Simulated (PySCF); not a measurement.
H₂O₃S, SMILES O=S(O)O.

The structure is a stationary point at B3LYP-D3(BJ)/def2-SVP. One conformer was computed; it need not be the lowest.

Level of theory: ωB97X/def2-TZVPD (PySCF).

Estimate the frontier levels, gap, dipole moment and polarisability. (An estimate is asked for; the answer gives what the named calculation found.)


The highest occupied level is -11.04 eV. The lowest empty level is 1.44 eV. The orbital gap comes out as 12.48 eV and the dipole moment is 1.57 D. The quadrupole, principal values (traceless, Buckingham form, about the centre of nuclear charge) is -9.13, 1.95, 7.18 D·Å. The mean static polarisability is 35.9 bohr³ (5.31 Å³) and the polarisability, principal values is 32.1, 37.2, 38.3 bohr³.
